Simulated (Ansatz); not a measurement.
**A small benchmark: atomisation enthalpy at 298 K**

10 molecules holding Si, Ge, B, Al, Ga, P or As; the atomisation enthalpy at 298 K in kJ/mol, computed less measured. Shapes, held fixed at every level: PBE0-D4/def2-TZVP. Thermal terms are harmonic and unscaled (PBE0-D4/def2-TZVP); the spin-orbit lowering of the free atoms is taken from their spectra. Programs: Ansatz 0.2.0. Measured values: CRC Handbook of Chemistry and Physics, NIST-JANAF tables.

Levels: A = PBE-D4/def2-TZVPP; B = r2SCAN0-D4/def2-TZVPP; C = CCSD(T)/def2-SVP; D = CCSD/def2-TZVPP.

| molecule | from tabulated heats | A | B | C | D |
| --- | --- | --- | --- | --- | --- |
| BOF (fluoro(oxo)borane) | 1501 | +41 | -71 | -88 | -108 |
| BBr2F (dibromofluoroborane) | 1388 | +55 | -14 | -75 | -81 |
| BClF2 (chlorodifluoroborane) | 1736 | +60 | -25 | -70 | -80 |
| SiHBr3 (SMILES Br[SiH](Br)Br) | 1205 | +119 | +103 | -36 | +26 |
| SiBr4 (tetrabromosilane) | 1313 | +31 | -5 | -166 | -102 |
| SiCl4 (silicon tetrachloride) | 1598 | +26 | -11 | -189 | -116 |
| GeF4 (tetrafluorogermane) | 1880 | +56 | -66 | -133 | -64 |
| GeH4 (germane) | 1153 | -14 | +13 | -39 | +10 |
| B(BCl2)Cl2 | 2115 | +98 | +6 | -110 | -142 |
| Si(CH3)Cl3 (methyltrichlorosilane) | 2714 | +76 | +30 | -173 | -92 |

Problem. Which level does best on this set, which worst, and which err to one side?

Solution. 
```json
{"level": "PBE-D4/def2-TZVPP", "kind": "GGA", "mean error": "+54.8", "mean absolute error": "57.6", "worst case": "SiHBr3"}
{"level": "r2SCAN0-D4/def2-TZVPP", "kind": "global hybrid", "mean error": "-4.0", "mean absolute error": "34.4", "worst case": "SiHBr3"}
{"level": "CCSD(T)/def2-SVP", "kind": "coupled cluster or CI", "mean error": "-107.9", "mean absolute error": "107.9", "worst case": "SiCl4"}
{"level": "CCSD/def2-TZVPP", "kind": "coupled cluster or CI", "mean error": "-74.9", "mean absolute error": "82.1", "worst case": "B(BCl2)Cl2"}
```

On this set r2SCAN0-D4/def2-TZVPP has the smallest mean absolute error and CCSD(T)/def2-SVP the largest. PBE-D4/def2-TZVPP is too high in 9 of 10; CCSD(T)/def2-SVP is too low in 10 of 10; CCSD/def2-TZVPP is too low in 8 of 10. The heats of SiBr4 (tetrabromosilane), GeF4 (tetrafluorogermane) come from older tables and can be uncertain by 10 kJ/mol or more. Heats of the atoms come from ATcT where it has them, that of boron, 570 kJ/mol, from recent work. The levels differ in basis as well as in method. The tabulated values of BOF, BBr2F, BClF2, SiHBr3, B(BCl2)Cl2, Si(CH3)Cl3 are in doubt (older tables, estimates, or at odds with other calculations) and kept here. Over the 4 molecules whose values aren't doubted the mean absolute errors are A 31.8; B 23.8; C 131.8; D 73.0. Correlated wave functions converge slowly with the basis. CCSD also lacks the triples, which bind further. Relativity is left out for Br, Ge. Outer-core shells of Br, Ge are correlated, in sets that cover them unevenly. The set is small.
